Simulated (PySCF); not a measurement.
**Polarisability and C₆ of Mn⁺ (manganese, charge +1)**

[Ar] 3d5 4s1, high-spin 7S determinant. Computed with PySCF 2.14 in aug-cc-pwCVTZ, with the non-relativistic Hamiltonian (point nucleus). Coupled (time-dependent) response in atomic units; α is the mean over directions.

```tsv
method	mean α (bohr³)	C₆ (like pair)	S(−4)
B97-3	31.24	164.1	834.8
```

S(−4) is the Cauchy moment in α(ω) = α(0) + S(−4) ω² + …

α(iu) at B97-3:

```csv
u (hartree),α(iu) (bohr³)
0,31.24
0.0500,29.30
0.100,24.85
0.200,16.16
0.300,10.92
0.500,6.211
0.750,3.952
1.00,2.881
1.50,1.831
2.00,1.304
3.00,0.7732
5.00,0.3687
```

For an ion, C₆ is the dispersion term alone; charge-induced terms of lower order in 1/R come first.
